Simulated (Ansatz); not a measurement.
Reaction (isomerisation): `OCOC[SiH3]` → `C[Si](C)(O)O`

Isolated molecules relaxed with PBE0-D4/def2-TZVP in Ansatz; ΔE leaves out vibrations. CBS: MP2 limit from def2 TZ/QZ plus the TZ coupled-cluster correction, frozen cores. DFT in def2-TZVPP. B3LYP here is the variant with VWN-RPA as its local correlation; programs differ in this. Each species was taken in one conformer, which may not be the lowest.

```tsv
level	ΔE (kJ/mol)	difference from CCSD(T)/CBS
PBE-D4	-428.9	34.4
r2SCAN-D4	-458.0	5.3
PBE0-D4	-443.4	19.9
ωB97X-V	-440.7	22.6
ωB97M-V	-456.1	7.2
B2PLYP	-455.1	8.2
PBE	-427.2	36.1
r2SCAN	-457.7	5.6
B3LYP	-442.7	20.6
HF/def2-TZVPP	-451.5	11.8
MP2/def2-TZVPP	-474.8	-11.5
SCS-MP2/def2-TZVPP	-459.2	4.1
CCSD/def2-TZVPP	-455.4	7.9
HF/def2-QZVPP	-453.6	9.7
HF/CBS(def2)	-453.9	9.4
CCSD/CBS(def2)	-466.1	-2.8
CCSD(T)/CBS	-463.3	0
```

Largest T1 diagnostic among the species: 0.012.

From PBE to PBE0 (25 % exact exchange), in def2-TZVPP and without D4, ΔE moves by −14.7 kJ/mol.
